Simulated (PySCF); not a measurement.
Atoms are numbered as in `[CH3:1][S:2][SiH2:3][SiH2:4][C:5]#[N:6]`; H(Xn) means a hydrogen on atom n.

Geometry: PBE0-D3(BJ)/def2-SVP; GIAO absolute shieldings from PySCF 2.14, gas phase, non-relativistic, averaged over equivalent atoms.

At KT3/pcSseg-1 (158 basis functions, 18 s wall time on 1 thread of an Arm Neoverse V2, shared host):
```tsv
atoms	σ (ppm)
C5	76.6
C1	163.3
S2	698.3
Si3	411.1
Si4	462.8
N6	-88.3
H(Si3)	26.66
H(Si4)	27.24
H(C1)	29.21
```

Question: Predict the values at BP86/pcSseg-1 on the same geometry.

Answer: 
| atoms | σ at BP86/pcSseg-1 | change |
| --- | --- | --- |
| C5 | 64.3 | -12.3 |
| C1 | 161.0 | -2.3 |
| S2 | 686.8 | -11.5 |
| Si3 | 380.0 | -31.1 |
| Si4 | 437.4 | -25.4 |
| N6 | -110.6 | -22.3 |
| H(Si3) | 26.36 | -0.30 |
| H(Si4) | 27.01 | -0.23 |
| H(C1) | 29.15 | -0.06 |

The largest change is at Si3 (silicon bonded to S, Si, 2 H). Cost: 158 basis functions, 17 s wall time on 1 thread of an Arm Neoverse V2, shared host.
